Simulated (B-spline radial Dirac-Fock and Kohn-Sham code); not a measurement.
Relativistic shifts of the levels of Er⁵³⁺

System: the Er⁵³⁺ ion in the configuration [Ne] 3s2 3p3.

Both columns are ΔSCF binding energies of the configuration average from a radial B-spline solver: non-relativistic Hartree-Fock with a point nucleus, and Dirac-Fock with a finite nucleus and the Coulomb interaction alone, averaged over the two j levels with weights 2j+1.

```tsv
shell	Hartree-Fock (eV)	Dirac-Fock (eV)	shift (eV)	shift (%)
1s	57742.3	61711.7	+3969.38	+6.87
2s	12463.3	13562.2	+1098.94	+8.82
3s	5047.7	5382.5	+334.74	+6.63
3p	4915.6	5064.3	+148.74	+3.03
```

Relativity binds 1s, 2s, 3s, 3p more strongly, among those listed most of all 2s in relative terms.

Values without a named source are computed, but for edge energies of neutral atoms, which are taken from tables.
